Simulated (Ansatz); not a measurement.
Reaction (isomerisation): `BO[SiH](C)F` → `BC[SiH](O)F`

Calculated with Ansatz (gas phase, PBE0-D4/def2-TZVP geometries, no zero-point term in ΔE). CCSD(T)/CBS is the MP2 limit (def2-TZVPP, def2-QZVPP) plus CCSD(T) − MP2 in def2-TZVPP, frozen cores. Each species was taken in one conformer, which may not be the lowest.

`BO[SiH](C)F`:

Z-matrix (Å, degrees):
```
Si
O 1 1.648
F 1 1.594 2 106.8
C 1 1.841 2 109.1 3 118.2
H 1 1.481 2 109.5 3 -115.9
B 2 1.349 1 132.4 3 102.9
H 4 1.093 1 110.6 2 63.5
H 4 1.092 1 110.6 2 -56.4
H 4 1.092 1 110.7 2 -176.6
H 6 1.198 2 118.1 1 -178.1
H 6 1.203 2 120.0 1 2.3
```

`BC[SiH](O)F`:

Cartesian coordinates in Å:
```
B -0.177 0.242 -1.617
C 0.696 -0.400 -0.528
Si 0.158 0.232 1.149
O -1.457 0.172 1.364
F 0.891 -0.684 2.233
H -1.172 -0.302 -2.002
H 0.090 1.322 -2.060
H 1.753 -0.116 -0.574
H 0.608 -1.490 -0.458
H 0.554 1.628 1.407
H -1.944 -0.605 1.086
```

| species | CCSD(T)/CBS(def2) energy (Eh) |
| --- | --- |
| `BO[SiH](C)F` | -530.66690 |
| `BC[SiH](O)F` | -530.62157 |

Task: Work out ΔE.

Result: ΔE = (-530.62157) − (-530.66690) = 0.04533 Eh = +1.23 eV.

Largest T1 diagnostic among the species: 0.012.

In def2-TZVPP, CCSD(T) changes the Hartree–Fock value by −0.14 eV (the triples alone add −0.01 eV) and MP2 by −0.15 eV.
